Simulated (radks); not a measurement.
Results of a calculation; reference values are marked as such.
Excited configurations of La3+: one electron is placed in a higher orbital outside [Kr] 4d10 5s2 5p5. The ground configuration is [Xe]. Code: a radial shooting solver on a logarithmic mesh with Libxc functionals. Model: scalar-relativistic Kohn-Sham, LDA (Slater exchange, Perdew-Wang correlation), spin-unpolarised, spherical densities, point nucleus. Excitation = E - E(ground); binding = E(ion) - E, where the ion is the core of charge +4; n* = 4/sqrt(2 binding) in atomic units, and the quantum defect is n - n*.

| outer orbital | excitation (eV) | binding (eV) | n* | quantum defect | eigenvalue (eV) | <r> (bohr) |
|---|---|---|---|---|---|---|
| 4f | 18.314 | 32.695 | 2.580 | 1.420 | -24.343 | 1.197 |
| 5f | 36.954 | 14.054 | 3.936 | 1.064 | -11.756 | 4.276 |
| 6p | 30.046 | 20.963 | 3.223 | 2.777 | -18.408 | 3.828 |
| 6f | 41.809 | 9.199 | 4.865 | 1.135 | -7.989 | 7.541 |
| 7s | 36.835 | 14.173 | 3.919 | 3.081 | -12.647 | 5.935 |
| 7p | 38.803 | 12.205 | 4.223 | 2.777 | -10.854 | 6.659 |
| 7d | 41.679 | 9.329 | 4.831 | 2.169 | -8.269 | 8.270 |

The Delta-SCF ionisation energy is 51.008 eV (NIST Atomic Spectra Database: 50.0 eV, semi-empirical). Self-interaction in the functional shifts the binding energies and quantum defects, so they are the method's values and not measured ones. Spin polarisation and multiplet splitting are left out, so open shells lie too high by an amount that depends on their filling. Spin-orbit splitting is averaged out at the scalar-relativistic level.

Beside tabulated values, note that spin-unpolarised runs miss the spin-polarisation part of the exchange energy of open shells.
